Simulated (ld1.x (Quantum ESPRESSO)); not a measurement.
Varying the PAW potential for Ag (Z = 47)

Base potential:

| Property | Result |
| --- | --- |
| Element | Ag |
| Generator | ld1.x (Quantum ESPRESSO) 7.5 |
| Type | PAW |
| Functional | PBE |
| Relativity | scalar-relativistic |
| Frozen core | [Ar] 3d10 |
| Valence charge | 19 |
| Reference configuration | 4s2 4p6 4d10 5s1 5p0 |
| Partial waves | 4s (bound): rcut 1.30, rcutus 1.70 bohr; 5s (bound): rcut 1.30, rcutus 1.70 bohr; 4p (bound): rcut 1.35, rcutus 1.55 bohr; 5p (bound, empty): rcut 1.35, rcutus 1.55 bohr; 4d (bound): rcut 1.80, rcutus 1.95 bohr; 4d channel at 4.4 Ry: rcut 1.80, rcutus 1.95 bohr |
| Local potential | all-electron potential smoothed inside 1.20 bohr (lloc = -2) |
| Core correction | Bessel-smoothed model core inside 0.80 bohr |
| Augmentation charge | PSQ, inside the norm-conserving radii |

All-electron outer shells of the reference configuration (PBE, scalar-relativistic, ld1.x):

```
shell  level (eV)  outermost node (bohr)  outermost maximum (bohr)
   3p     -557.49                   0.15                      0.32
   3d     -358.48                      –                      0.27
   4s      -95.05                   0.44                      0.82
   4p      -58.57                   0.44                      0.87
   4d       -7.44                   0.43                      1.04
   5s       -4.40                   1.11                      2.49
   5p       -0.74                   1.25                      3.86
```

Cutoffs, loose and tight: the cutoffs (Ry, on a coarse ladder) from which the occupation-weighted sum of valence levels, in a spherical-Bessel basis at the reference potential, stays within 10 and 1 mRy of its value at 400 Ry. They do not see the model core or the augmentation charge, which bear on the density cutoff. Test errors are all-electron minus pseudo excitation energies from the reference, over the configurations 4s2 4p6 4d10 5s0 5p0; 4s2 4p6 4d9 5s0 5p0; 4s2 4p6 4d8 5s0 5p0; 4s2 4p6 4d10 5s0.5 5p0; 4s2 4p6 4d9 5s1 5p0; 4s2 4p6 4d10 5s0 5p1; 4s2 4p6 4d7 5s0 5p0. A dash means not determined; rows that change the core or the reference have their own tests.

Cutoffs are not given where the Bessel-basis levels miss the radial ones by over 6 mRy, ghosts where they miss by over 20 mRy; a channel whose overlap is not positive is not tested.

A file whose overlap is not positive is unfit for use, and its test errors describe a broken file.

| change | outcome | cutoff, loose | cutoff, tight | bound ghosts | largest test error (meV) |
| --- | --- | --- | --- | --- | --- |
| base | generated, overlap not positive | – | – | not determined (overlap not positive) | +400 |
| waves 4d (bound): rcut 1.36, rcutus 1.44 bohr; 4d channel at 4.4 Ry: rcut 1.36, rcutus 1.44 bohr | generated, overlap not positive | – | – | not determined (overlap not positive) | -6.5 |
| local potential all-electron potential smoothed inside 1.40 bohr (lloc = -1) | generated, overlap not positive | – | – | not determined (overlap not positive) | +210 |
| core correction Bessel-smoothed model core inside 0.88 bohr | generated, overlap not positive | – | – | not determined (overlap not positive) | +385 |
| waves 4s (bound): rcut 1.30, rcutus 2.04 bohr; 5s (bound): rcut 1.30, rcutus 2.04 bohr | generated, overlap not positive | – | – | not determined (overlap not positive) | test run stopped at test 1 of 7 (negative rho) |

Problem. What comes out with this change to the base: core [Kr], valence charge 11; reference 4d10 5s0.75 5p0.25; waves now 5s (bound): rcut 2.70, rcutus 2.85 bohr; 5s channel at 0.6 Ry: rcut 2.70, rcutus 2.85 bohr; 5p (bound): rcut 3.05, rcutus 4.10 bohr; 5p channel at 1.6 Ry: rcut 3.05, rcutus 4.10 bohr; 4d (bound): rcut 1.40, rcutus 1.55 bohr; 4d channel at 4.4 Ry: rcut 1.40, rcutus 1.55 bohr; local potential all-electron potential smoothed inside 3.10 bohr (lloc = -1); core correction a·sin(br)/r model core, default radius (core density twice the valence density)?

Solution. outcome: generated; cutoff, loose: 45 Ry; cutoff, tight: 80 Ry; bound ghosts: none; largest test error (meV): -1035.

Problem. What comes out with this change to the base: local potential all-electron potential smoothed inside 1.88 bohr (lloc = -2)?

Solution. outcome: generated; cutoff, loose: 40 Ry; cutoff, tight: 70 Ry; bound ghosts: none; largest test error (meV): +185.
